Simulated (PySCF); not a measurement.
SMILES C#C[SiH2]C#C at its B3LYP/def2-SVP optimised geometry (Å):

```
9

Si    -1.3356    -1.5790     0.0000
C      0.5013    -1.5790     0.0000
C      1.7183    -1.5911     0.0003
C     -1.9742     0.1432     0.0000
C     -2.4098     1.2797    -0.0009
H     -1.8261    -2.2841     1.2147
H     -1.8261    -2.2839    -1.2148
H      2.7935    -1.6007     0.0004
H     -2.7935     2.2841    -0.0016
```

Calculation: B3LYP/def2-TZVP run with PySCF.

Map of the electrostatic potential (hartree/e), clipped to [-0.08, 0.12] on the plane z = 1.2 Å:

```
|22222222222211111111111111111|
|22222222222211111111111111111|
|22222222222211111111111111111|
|22222222222211111111111111111|
|22223333222211111111111111111|
|22233333322111111111111111111|
|22233333322111111111111111111|
|22223343321111111111111111111|
|22223333321100011111111111111|
|11222344321000000111111111111|
|11112234310000000011111111111|
|11111123210000000001111111122|
|11100011110000000000111112222|
|11000001232111000000111122222|
|11000002343321100000111222222|
|11100012455543210000112222222|
|11111123579975310001222332222|
|11111224799996431012333333322|
|11111235899997542124433433322|
|11112236999997542124433433322|
|11112239999985321012333333322|
|11111238999853210001222333222|
|11111224998432110000112222222|
|11111122343322110000112222222|
|11111112222221110001111222222|
|11111111112211111111111122222|
|11111111111111111111111112222|
|11111111111111111111111111122|
|11111111111111111111111111111|
```
Scale: ten equal steps from -0.026 (start of '0') to 0.120 (end of '9'), in the order '0123456789'; x runs from -5.00 to 5.00, y from -5.00 (bottom) to 5.00 (top).
